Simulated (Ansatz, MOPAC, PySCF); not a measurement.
Molecule: H5SiO3, charge 1, multiplicity 1. SMILES: O[SiH](O)[OH2+]
Geometry: optimised at B3LYP-D3(BJ)/def2-TZVP (Ansatz, a quantum-chemistry and plane-wave program).

Unscaled harmonic wavenumbers (cm⁻¹) in rising order, each level at the stationary point that it reaches from this structure (no distance between atoms moves by over 0.3 Å); the order of modes can differ between levels, and a negative number is imaginary. B3LYP-D3(BJ)/def2-TZVP (PySCF, at the structure above): 86, 189, 243, 306, 322, 344, 458, 576, 677, 690, 789, 796, 872, 926, 1097, 1626, 2359, 3663, 3743, 3852, 3857.

PM7 (MOPAC): -188, 127, 141, 232, 254, 318, 439, 580, 629, 717, 757, 786, 787, 980, 1073, 1399, 2285, 2521, 2612, 2626, 2661. Zero-point energy 31.3 against 39.3 kcal/mol; where all levels lie over 400 cm⁻¹, the wavenumbers are on average 0.894 times those of B3LYP-D3(BJ)/def2-TZVP. This level finds the structure a saddle point. The zero-point energy leaves imaginary modes out.

HF/6-31G* (Ansatz): 76, 207, 273, 307, 328, 373, 541, 603, 734, 740, 870, 875, 968, 981, 1161, 1800, 2566, 3899, 3986, 4106, 4113. Zero-point energy 42.2 against 39.3 kcal/mol; where all levels lie over 400 cm⁻¹, the wavenumbers are on average 1.085 times those of B3LYP-D3(BJ)/def2-TZVP.
